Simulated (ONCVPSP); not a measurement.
What one change does to a pseudopotential (platinum, ONCV)

platinum, optimised norm-conserving Vanderbilt (ONCV), made with ONCVPSP 4.0.1 (PBE, fully relativistic). Core [Kr] 4d10 4f14, reference 5s2 5p6 5d9 6p1. Waves: 5s: rc 1.05 bohr, ncon 4, nbas 9, qcut 6.9 1/bohr, 2 projectors, debl 2.9 Ha; 5p+6p: rc 1.55 bohr, ncon 4, nbas 7, qcut 9.1 1/bohr, 2 projectors; 5d: rc 2.10 bohr, ncon 4, nbas 9, qcut 8.7 1/bohr, 2 projectors, debl 1.9 Ha. Local part: polynomial inside 1.05 bohr (lpopt 5, dvloc0 6 Ha). Core correction: polynomial model core, fcfact 0.3.

Open shells are filled in proportion to 2j + 1.

In the s channel the program set the typed energies aside and used -3.807, 0.250 Ha.

Change: p: rc 2.04.

Cutoffs: the cutoffs (Ha) at which the residual kinetic energy of the hardest occupied pseudo-wave falls to 1 and 0.1 mHa per electron; they do not see the model core or the augmentation charge, which bear on the density cutoff. Errors are all-electron minus pseudo energies relative to the spin-unpolarised reference configuration.

Q: What does the change do?

A: The potential gets neither clearly harder nor softer (184 Ha and 221 Ha → 184 Ha and 221 Ha); the s channel sets the loose cutoff, while the largest relative change is in p, which becomes softer; the errors of the 4 common tests hardly move; neither file shows a bound ghost.

| quantity | base | changed |
| --- | --- | --- |
| cutoff, loose | 184 Ha | 184 Ha |
| cutoff, tight | 221 Ha | 221 Ha |
| loose cutoff by channel | s 184 Ha, p 28 Ha, d 21 Ha | s 184 Ha, p 18 Ha, d 21 Ha |
| bound ghosts | none | none |
| GHOST(+) flags under 300 eV | s at 280.4 eV | s at 280.4 eV |
| error for 5s2 5p6 5d9 6s1 6p0, meV [ΔE -5.00 eV] | -0.7 | -0.6 |
| error for 5s2 5p6 5d9 6p0, meV [ΔE 4.21 eV] | 0.0 | -0.1 |
| error for 5s2 5p6 5d8 6p0, meV [ΔE 24.19 eV] | -0.5 | -0.6 |
| error for 5s2 5p6 5d9.5 6s0.5 6p0, meV [ΔE -5.14 eV] | -0.2 | -0.3 |
| s: phases at 1.07 bohr within 0.05 rad from the reference energy up to (Ha; the scan ends near 5) | to the end of the scan | to the end of the scan |
| d5/2: phases at 2.13 bohr within 0.05 rad from the reference energy up to (Ha; the scan ends near 5) | to the end of the scan | to the end of the scan |
| d3/2: phases at 2.13 bohr within 0.05 rad from the reference energy up to (Ha; the scan ends near 5) | to the end of the scan | to the end of the scan |
| rms error of d²Exc/dni dnj with the model core, mHa | 3.00 | 2.91 |

Base: These tests converged, but a pseudo level misses the all-electron one widely, so the file describes the atom poorly there or has found another state: 5s2 5p6 5d9 6s1 6p0: empty 6p by 6.2 eV; 5s2 5p6 5d9.5 6s0.5 6p0: empty 6p by 2.8 eV. Changed file: These tests converged, but a pseudo level misses the all-electron one widely, so the file describes the atom poorly there or has found another state: 5s2 5p6 5d9 6s1 6p0: empty 6p by 6.2 eV; 5s2 5p6 5d9.5 6s0.5 6p0: empty 6p by 2.8 eV.
